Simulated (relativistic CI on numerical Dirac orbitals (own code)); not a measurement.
**V⁺ in a cubic cluster: L2,3 absorption with charge transfer**

Computed with a charge-transfer multiplet model of a cubic metal-ligand cluster with up to one ligand hole, Slater and spin-orbit integrals from Dirac-Coulomb-Breit ions, Slater integrals scaled by 0.9. The ground state mixes d4 with configurations of k ligand holes L, whose averages lie at kΔ + k(k − 1)U_dd/2; a core hole lowers each added d electron by U_cd. 20 K, Lorentzian 0.4 eV and Gaussian 0.3 eV FWHM.

Atomic integrals in eV (Slater integrals scaled, ζ unscaled), ground: F2dd 6.798, F4dd 4.177, zeta_d 0.015; with the core hole: F2dd 7.692, F4dd 4.741, zeta_d 0.025, zeta_core 4.617, F2cd 4.213, G1cd 2.979, G3cd 1.688.

Cluster parameters (eV): Δ = 9.3, U_cd = 5.4, 10Dq = 0.35, 10Dq(ligand) = 1.4, V(eg) = 2.25, V(t2g) = -1.16, final-state hopping factor = 1.

| Case | n_d | d4 | d5L | S |
| --- | --- | --- | --- | --- |
| U_dd = 4.2 eV | 4.14 | 0.86 | 0.14 | 2.00 |
| U_dd = 5.6 eV | 4.14 | 0.86 | 0.14 | 2.00 |
| U_dd = 6.3 eV | 4.14 | 0.86 | 0.14 | 2.00 |

Weights, n_d and S are thermal averages at 20 K. Photon energies count from the first peak over 30 % of the highest in each spectrum, which can be another peak from case to case. The parameters are a model scan and need not match a compound or its usual spin state. Peaks in eV (height, largest 100):
- U_dd = 4.2 eV: -3.0 (6), 0.0 (100), 0.7 (80), 4.4 (23), 5.3 (34), 6.3 (27), 8.0 (42)
- U_dd = 5.6 eV: -3.0 (7), 0.0 (100), 0.6 (82), 4.4 (24), 5.2 (36), 6.3 (27), 8.0 (43)
- U_dd = 6.3 eV: -3.1 (7), 0.0 (100), 0.6 (82), 4.4 (25), 5.2 (37), 6.3 (28), 8.0 (44)

For the case U_dd = 4.2 eV, Δ = 9.3 eV is larger than U_dd = 4.2 eV, the Mott-Hubbard side of the Zaanen-Sawatzky-Allen scheme. With the core hole the configuration with one ligand hole lies at Δ + U_dd − U_cd = 8.1, 9.5, 10.2 eV from the one without, in the order of the table; where this is negative the screened configuration lies lower.

With at most 1 ligand hole the space is cut while the next configuration still counts, so covalency is underestimated, and a final configuration with one more ligand hole, which can lie low, is missing from the spectra.
